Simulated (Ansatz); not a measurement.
A CCSD(T) single point on H6O4SSi2 (`O[SiH2]S[Si](O)(O)O`).

```yaml
crystal:
  periodic: [false, false, false]
  atoms:
    - {symbol: O, position_ang: [0.487579, -0.825547, -1.705068]}
    - {symbol: Si, position_ang: [1.775539, -0.719543, -0.680227]}
    - {symbol: S, position_ang: [1.153178, -0.050745, 1.255953]}
    - {symbol: Si, position_ang: [-0.811196, 0.580478, 0.686738]}
    - {symbol: O, position_ang: [-1.507820, 1.257084, 1.987228]}
    - {symbol: O, position_ang: [-1.698558, -0.730016, 0.248150]}
    - {symbol: O, position_ang: [-0.813413, 1.617868, -0.560336]}
    - {symbol: H, position_ang: [-0.296991, -1.276171, -1.369317]}
    - {symbol: H, position_ang: [2.457557, -2.022747, -0.487008]}
    - {symbol: H, position_ang: [2.688659, 0.254775, -1.316349]}
    - {symbol: H, position_ang: [-1.082361, 2.015234, 2.390121]}
    - {symbol: H, position_ang: [-1.878626, -1.369769, 0.940390]}
    - {symbol: H, position_ang: [-0.473548, 1.269099, -1.390285]}
basis:
  gaussian: {orbitals: def2-TZVPP}
correlation: {method: ccsd_t}
```

```sh
$ ansatz run in.yaml --threads 2 --pin off --events-out ev --progress --plain --max-ram 20480MiB --backend cuda --devices 0, --max-vram 18GiB
```

Log, shortened:

```
Functional definition: HF
2011 factors; integrals over basis functions are off by at most 9.4e-4 eV
mean field evaluation 1: about -34790.3737 eV, gradient 6.4e1 eV
mean field evaluation 2: about -34790.8408 eV, gradient 6.5e1 eV
mean field evaluation 4: about -34798.0683 eV, gradient 4.1e0 eV
mean field evaluation 8: about -34798.1615 eV, gradient 3.7e-1 eV
mean field evaluation 16: about -34798.1621 eV, gradient 2.9e-6 eV
mean field -34798.16212453 eV, -1278.8088710352 hartree, gradient 2.8e-6 eV, S^2 0.000000; 0 other end points of the search recorded, 0 dependent functions left out
19 core orbitals not correlated: weight in the atoms' cores, before any rotation towards them, 1.000 or more for the frozen orbitals, at most 0.000 for the correlated occupied ones
reference -34798.16212453 eV, -1278.8088710352 hartree; 22, 22 occupied and 293, 293 virtual orbitals, 2011 factors
second order -37.39459705 eV of doubles, -0.00000000 eV of singles
cycle   1  -37.41213698 eV  change   -1.8e-2 eV  update   1.3e-1
cycle   2  -38.22759707 eV  change   -8.2e-1 eV  update   3.6e-2
cycle   3  -38.41319529 eV  change   -1.9e-1 eV  update   1.8e-2
cycle   4  -38.39041055 eV  change    2.3e-2 eV  update   3.8e-3
cycle   5  -38.38771567 eV  change    2.7e-3 eV  update   1.7e-3
cycle   6  -38.38885566 eV  change   -1.1e-3 eV  update   5.1e-4
cycle   7  -38.38855282 eV  change    3.0e-4 eV  update   1.9e-4
cycle   8  -38.38840677 eV  change    1.5e-4 eV  update   5.9e-5
cycle   9  -38.38841206 eV  change   -5.3e-6 eV  update   2.4e-5
perturbative correction -1.47663054 eV, -0.0542651714 hartree
Total energy: -34838.02716714 eV, -1280.2738843293 hartree
```

Run time 6 s (2 threads of an AMD EPYC 7R13 on a shared host and a share of an NVIDIA H100 80 GB); peak host memory 0.85 GiB.

MP2 recovers 93.8 % of the CCSD(T) correlation energy and the triples give 3.7 %; T1 = 0.0120.
